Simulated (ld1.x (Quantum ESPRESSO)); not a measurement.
# Pseudopotential generation for arsenic: TM, LDA (PZ), scalar-relativistic.

ld1.x (Quantum ESPRESSO) 7.5 was run on this input:

```
&input
   title='As', zed=33., rel=1, dft='PZ', iswitch=3,
   config='[Ar] 3d10 4s2 4p3',
   nld=3, rlderiv=1.85, eminld=-5.0, emaxld=5.0, deld=0.02
 /
 &inputp
   pseudotype=2, tm=.true., lloc=0,
   nlcc=.false.,
   file_pseudopw='As.UPF', file_wfcaegen='ae.wfc', file_wfcncgen='nc.wfc', file_beta='beta', file_chi='chi'
 /
3
4P  2  1   3.00   0.00  1.50  1.50  0.0
3D  3  2  10.00   0.00  1.15  1.15  0.0
4S  1  0   2.00   0.00  1.70  1.70  0.0
 &test
   configts(1)='3d10 4s2 4p3'
 /
```

Command:

```bash
ld1.x < As.in > As.out
```

The program printed (shortened: banner, matrices, multipoles, cross overlaps and the repeated all-electron block are left out):

```
Program LD1 v.7.5
     --------------------------- All-electron run ----------------------------

     As
     scalar relativistic calculation

     atomic number is 33.00
     dft =PZ   lsd =0 sic =0 latt =0  beta=0.20 tr2=1.0E-14
     Exchange-correlation= PZ
                           (   1   1   0   0   0   0   0)
     mesh =1209 r(mesh) =  99.83237 a.u. xmin = -7.00 dx = 0.01250
     1 Ry =  13.60569312 eV, c = 137.03599908

     n l     nl                  e(Ry)          e(Ha)          e(eV)
     1 0     1S 1( 2.00)      -859.8456      -429.9228    -11698.7957
     2 0     2S 1( 2.00)      -109.0973       -54.5486     -1484.3438
     2 1     2P 1( 6.00)       -95.7674       -47.8837     -1302.9813
     3 0     3S 1( 2.00)       -13.9278        -6.9639      -189.4976
     3 1     3P 1( 6.00)        -9.8057        -4.9028      -133.4130
     3 2     3D 1(10.00)        -3.0056        -1.5028       -40.8935
     4 0     4S 1( 2.00)        -1.0806        -0.5403       -14.7027
     4 1     4P 1( 3.00)        -0.3930        -0.1965        -5.3475

     final scf error:  7.8E-15 reached in  28 iterations

     Etot =   -4515.501452 Ry,   -2257.750726 Ha,  -61436.527055 eV

     Ekin =    4600.780690 Ry,    2300.390345 Ha,   62596.810194 eV
     Encl =  -10890.482353 Ry,   -5445.241176 Ha, -148172.560854 eV
     Eh   =    1935.205793 Ry,     967.602896 Ha,   26329.816144 eV
     Exc  =    -161.005582 Ry,     -80.502791 Ha,   -2190.592539 eV

     normalization and overlap integrals

     s(1S/1S) =  1.000000  <r> =   0.0456  <r2> =    0.0028  r(max) =   0.0299
     s(2S/2S) =  1.000000  <r> =   0.2031  <r2> =    0.0486  r(max) =   0.1701
     s(2P/2P) =  1.000000  <r> =   0.1774  <r2> =    0.0385  r(max) =   0.1358
     s(3S/3S) =  1.000000  <r> =   0.5995  <r2> =    0.4144  r(max) =   0.5239
     s(3P/3P) =  1.000000  <r> =   0.6180  <r2> =    0.4492  r(max) =   0.5239
     s(3D/3D) =  1.000000  <r> =   0.6789  <r2> =    0.5836  r(max) =   0.4740
     s(4S/4S) =  1.000000  <r> =   1.9315  <r2> =    4.3058  r(max) =   1.6136
     s(4P/4P) =  1.000000  <r> =   2.5451  <r2> =    7.6983  r(max) =   1.9709

     ------------------------ End of All-electron run ------------------------

     --------------------- Generating NC pseudopotential ---------------------

      Generating local pot.: lloc=0, matching radius rcloc =   1.7000

      Wfc   4P  rcut= 1.497  Using Troullier-Martins method

      Wfc   3D  rcut= 1.137  Using Troullier-Martins method

     ------------------- End of pseudopotential generation -------------------

     Computing logarithmic derivative in   1.83999
     Computing logarithmic derivative in   1.83999
     Computing the partial wave expansion
       no projector for channel:   0
     R is outside the sphere for l=    1 j= 0.00
     R is outside the sphere for l=    2 j= 0.00

     ---------------------- Testing the pseudopotential ----------------------

     As
     scalar relativistic calculation

     atomic number is 33.00   valence charge is 15.00
     dft =PZ   lsd =0 sic =0 latt =0  beta=0.20 tr2=1.0E-14
     mesh =1209 r(mesh) =  99.83237 xmin = -7.00 dx = 0.01250

     n l     nl             e AE (Ry)        e PS (Ry)    De AE-PS (Ry)
     3 2     3D   1(10.00)       -3.00561       -3.00563        0.00002
     1 0     4S   1( 2.00)       -1.08063       -1.08064        0.00001
     2 1     4P   1( 3.00)       -0.39303       -0.39303       -0.00001

     eps = 8.5E-16  iter =  8

     Etot =   -4515.501452 Ry,   -2257.750726 Ha,  -61436.527055 eV
     Etotps =  -215.470869 Ry,    -107.735434 Ha,   -2931.630516 eV

     Ekin =     260.563266 Ry,     130.281633 Ha,    3545.143841 eV
     Encl =    -329.299644 Ry,    -164.649822 Ha,   -4480.349905 eV
     Ehrt =     189.775719 Ry,      94.887860 Ha,    2582.030197 eV
     Ecxc =     -24.389269 Ry,     -12.194634 Ha,    -331.832907 eV
     Epseu=    -312.120941 Ry,    -156.060471 Ha,   -4246.621742 eV

     ---------------------- End of pseudopotential test ----------------------
```

Note: ghost state, extra bound levels that the all-electron valence spectrum of the same l lacks: p at -1011.8 eV. A true bound ghost makes a file unfit for plane-wave use.

Generation and configuration tests took about 1.4 s on one core of a shared server CPU.

Transferability test of the new file with ld1.x, input:

```
&input
   title='As', zed=33., rel=1, dft='PZ', iswitch=2,
   config='[Ar] 3d10 4s2 4p3'
 /
 &test
   file_pseudo='As.UPF', nconf=10,
   configts(1)='3d10 4s2 4p3',
   configts(2)='3d10 4s2 4p2',
   configts(3)='3d10 4s2 4p1',
   configts(4)='3d10 4s2 4p0',
   configts(5)='3d9 4s2 4p3',
   configts(6)='3d10 4s0 4p5',
   configts(7)='3d10 4s2 4p3.3',
   configts(8)='3d10 4s1 4p0',
   configts(9)='3d10 4s2 4p3', lsdts(9)=1,
   configts(10)='3d10 4s2 4p2', lsdts(10)=1
 /
```

```bash
ld1.x < As.test.in > As.test.out
```

Pseudopotential blocks of its output, shortened (energy terms left out; the distinct warnings before each block abridged to one line each):

```
     ---------------------- Testing the pseudopotential ----------------------

     n l     nl             e AE (Ry)        e PS (Ry)    De AE-PS (Ry)
     3 2     3D   1(10.00)       -3.00561       -3.00563        0.00002
     1 0     4S   1( 2.00)       -1.08063       -1.08064        0.00001
     2 1     4P   1( 3.00)       -0.39303       -0.39303       -0.00001

     eps = 3.5E-15  iter = 11

     Etot =   -4515.501452 Ry,   -2257.750726 Ha,  -61436.527055 eV
     Etotps =  -215.470868 Ry,    -107.735434 Ha,   -2931.630501 eV

     ---------------------- End of pseudopotential test ----------------------

          ---------------------- Testing the pseudopotential ----------------------

     n l     nl             e AE (Ry)        e PS (Ry)    De AE-PS (Ry)
     3 2     3D   1(10.00)       -3.72460       -3.72150       -0.00310
     1 0     4S   1( 2.00)       -1.73510       -1.73491       -0.00019
     2 1     4P   1( 2.00)       -0.99552       -0.99539       -0.00013

     eps = 8.3E-15  iter = 14

     Etot =   -4514.816057 Ry,   -2257.408029 Ha,  -61427.201784 eV
     Etotps =  -214.785413 Ry,    -107.392707 Ha,   -2922.304422 eV
     dEtot_ae =       0.685395 Ry
     dEtot_ps =       0.685454 Ry,   Delta E=      -0.000059 Ry

     ---------------------- End of pseudopotential test ----------------------

          ---------------------- Testing the pseudopotential ----------------------

     n l     nl             e AE (Ry)        e PS (Ry)    De AE-PS (Ry)
     3 2     3D   1(10.00)       -4.57524       -4.56596       -0.00928  !
     1 0     4S   1( 2.00)       -2.48256       -2.48173       -0.00083
     2 1     4P   1( 1.00)       -1.68735       -1.68666       -0.00068

     eps = 2.2E-15  iter = 12

     Etot =   -4513.481142 Ry,   -2256.740571 Ha,  -61409.039328 eV
     Etotps =  -213.450654 Ry,    -106.725327 Ha,   -2904.144100 eV
     dEtot_ae =       2.020311 Ry
     dEtot_ps =       2.020213 Ry,   Delta E=       0.000097 Ry

     ---------------------- End of pseudopotential test ----------------------

          Warning: n=3, l=2 expected 0 nodes, found 1
     ---------------------- Testing the pseudopotential ----------------------

     n l     nl             e AE (Ry)        e PS (Ry)    De AE-PS (Ry)
     3 2     3D   1(10.00)       -5.53221       -5.51253       -0.01968  !
     1 0     4S   1( 2.00)       -3.29733       -3.29491       -0.00242
     2 1     4P   1( 0.00)       -2.44402       -2.44170       -0.00232

     eps = 4.1E-15  iter = 10

     Etot =   -4511.420230 Ry,   -2255.710115 Ha,  -61380.999204 eV
     Etotps =  -211.390809 Ry,    -105.695404 Ha,   -2876.118475 eV
     dEtot_ae =       4.081222 Ry
     dEtot_ps =       4.080059 Ry,   Delta E=       0.001163 Ry

     ---------------------- End of pseudopotential test ----------------------

          BEWARE! Errors in PS-KS equations
     ---------------------- Testing the pseudopotential ----------------------

     n l     nl             e AE (Ry)        e PS (Ry)    De AE-PS (Ry)
     3 2     3D   1( 9.00)       -4.55063       -4.66086        0.11023  !
     1 0     4S   1( 2.00)       -1.93774       -1.93819        0.00045
     2 1     4P   1( 3.00)       -1.13116       -1.12633       -0.00483

     eps = 4.2E-15  iter = 16

     Etot =   -4511.746206 Ry,   -2255.873103 Ha,  -61385.434322 eV
     Etotps =  -211.659464 Ry,    -105.829732 Ha,   -2879.773719 eV
     dEtot_ae =       3.755247 Ry
     dEtot_ps =       3.811403 Ry,   Delta E=      -0.056157 Ry

     ---------------------- End of pseudopotential test ----------------------

          ---------------------- Testing the pseudopotential ----------------------

     n l     nl             e AE (Ry)        e PS (Ry)    De AE-PS (Ry)
     3 2     3D   1(10.00)       -3.23848       -3.24327        0.00479
     1 0     4S   1( 0.00)       -1.20546       -1.20551        0.00005
     2 1     4P   1( 5.00)       -0.48248       -0.48246       -0.00003

     eps = 8.2E-15  iter =  9

     Etot =   -4514.089864 Ry,   -2257.044932 Ha,  -61417.321426 eV
     Etotps =  -214.059178 Ry,    -107.029589 Ha,   -2912.423483 eV
     dEtot_ae =       1.411588 Ry
     dEtot_ps =       1.411690 Ry,   Delta E=      -0.000102 Ry

     ---------------------- End of pseudopotential test ----------------------

          ---------------------- Testing the pseudopotential ----------------------

     n l     nl             e AE (Ry)        e PS (Ry)    De AE-PS (Ry)
     3 2     3D   1(10.00)       -2.82242       -2.82289        0.00047
     1 0     4S   1( 2.00)       -0.90892       -0.90894        0.00003
     2 1     4P   1( 3.30)       -0.23542       -0.23541       -0.00000

     eps = 7.2E-15  iter = 10

     Etot =   -4515.595388 Ry,   -2257.797694 Ha,  -61437.805118 eV
     Etotps =  -215.564814 Ry,    -107.782407 Ha,   -2932.908703 eV
     dEtot_ae =      -0.093936 Ry
     dEtot_ps =      -0.093946 Ry,   Delta E=       0.000010 Ry

     ---------------------- End of pseudopotential test ----------------------

          ---------------------- Testing the pseudopotential ----------------------

     n l     nl             e AE (Ry)        e PS (Ry)    De AE-PS (Ry)
     3 2     3D   1(10.00)       -6.68642       -6.65885       -0.02757  !
     1 0     4S   1( 1.00)       -4.22207       -4.21751       -0.00456
     2 1     4P   1( 0.00)       -3.30341       -3.29786       -0.00556  !

     eps = 5.2E-16  iter = 10

     Etot =   -4507.663458 Ry,   -2253.831729 Ha,  -61329.885714 eV
     Etotps =  -207.637047 Ry,    -103.818524 Ha,   -2825.045945 eV
     dEtot_ae =       7.837994 Ry
     dEtot_ps =       7.833820 Ry,   Delta E=       0.004174 Ry

     ---------------------- End of pseudopotential test ----------------------

          ---------------------- Testing the pseudopotential ----------------------

     n l     nl             e AE (Ry)        e PS (Ry)    De AE-PS (Ry)
     3 2     3D   1( 5.00)       -2.99224       -2.99125       -0.00099
     1 0     4S   1( 1.00)       -1.12438       -1.12549        0.00111
     2 1     4P   1( 3.00)       -0.43605       -0.43642        0.00036
     3 2     3D   2( 5.00)       -2.97119       -2.96995       -0.00124
     1 0     4S   2( 1.00)       -0.98387       -0.98075       -0.00312
     2 1     4P   2( 0.00)       -0.30100       -0.29933       -0.00167

     eps = 4.1E-16  iter = 16

     Etot =   -4515.598786 Ry,   -2257.799393 Ha,  -61437.851342 eV
     Etotps =  -215.569778 Ry,    -107.784889 Ha,   -2932.976252 eV
     dEtot_ae =      -0.097333 Ry
     dEtot_ps =      -0.098911 Ry,   Delta E=       0.001578 Ry

     ---------------------- End of pseudopotential test ----------------------

          BEWARE! Errors in PS-KS equations
     ---------------------- Testing the pseudopotential ----------------------

     n l     nl             e AE (Ry)        e PS (Ry)    De AE-PS (Ry)
     3 2     3D   1( 5.00)       -3.72340       -3.71972       -0.00368
     1 0     4S   1( 1.00)       -1.77809       -1.77910        0.00101
     2 1     4P   1( 2.00)       -1.03791       -1.03841        0.00049
     3 2     3D   2( 5.00)       -3.70633       -3.70241       -0.00393
     1 0     4S   2( 1.00)       -1.66686       -1.66425       -0.00261
     2 1     4P   2( 0.00)       -0.92785       -0.92624       -0.00162

     eps = 5.8E-15  iter = 19

     Etot =   -4514.869607 Ry,   -2257.434803 Ha,  -61427.930360 eV
     Etotps =  -214.840025 Ry,    -107.420013 Ha,   -2923.047451 eV
     dEtot_ae =       0.631845 Ry
     dEtot_ps =       0.630843 Ry,   Delta E=       0.001003 Ry

     ---------------------- End of pseudopotential test ----------------------
```
